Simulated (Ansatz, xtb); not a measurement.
**Ligand exchange: SiH3(CH3) + B(CH3)(NH2)2 → SiH2(CH3)(NH2) + BH(CH3)(NH2)**

Species: SiH3(CH3) (methylsilane), singlet; B(CH3)(NH2)2, singlet; SiH2(CH3)(NH2), singlet; BH(CH3)(NH2), singlet. The partners trade H for NH2: Si–H and B–NH2 bonds give way to Si–NH2 and B–H.

Shapes, held fixed at every level: PBE0-D4/def2-TZVP. Flexible molecules stand in one conformer, not always the lowest. Programs: Ansatz 0.2.0, xtb 6.7.1. The zero-point and thermal change to 298 K, harmonic and unscaled (PBE0-D4/def2-TZVP), is +0.8 kJ/mol.

```tsv
level	kind	ΔH(298 K) (kJ/mol)	less CCSD(T)/CBS estimate	CPU time (sum over the molecules)
GFN0-xTB	semi-empirical	+184.7	+146.0	0.16 s
HF/def2-SVP	Hartree–Fock	+54.7	+16.0	–
SPW92/def2-TZVPP	LDA	+49.5	+10.8	8.3 s
B3LYP-D4/def2-TZVPP	global hybrid	+41.2	+2.5	24 s
r2SCAN0-D4/def2-TZVPP	global hybrid	+42.5	+3.8	27 s
wB97M-V/def2-TZVPP	range-separated hybrid	+40.0	+1.3	67 s
wB97X-V/def2-TZVPP	range-separated hybrid	+40.6	+1.9	50 s
CCSD(T)/CBS estimate	coupled cluster or CI	+38.7	0.0	7.6 min
```

The highest level, CCSD(T)/CBS estimate, gives ΔH(298 K) = +38.7 kJ/mol; the levels span +38.7 to +184.7. GFN0-xTB strays far from the other rows. The column of differences is taken from that level and isn't an error. No measured value is set beside it here. The CBS estimate extrapolates MP2 from def2-TZVPP and def2-QZVPP and adds CCSD(T) − MP2 in the triple-zeta set, cores frozen. Times are processor times on shared x86 and Arm servers, and rough.
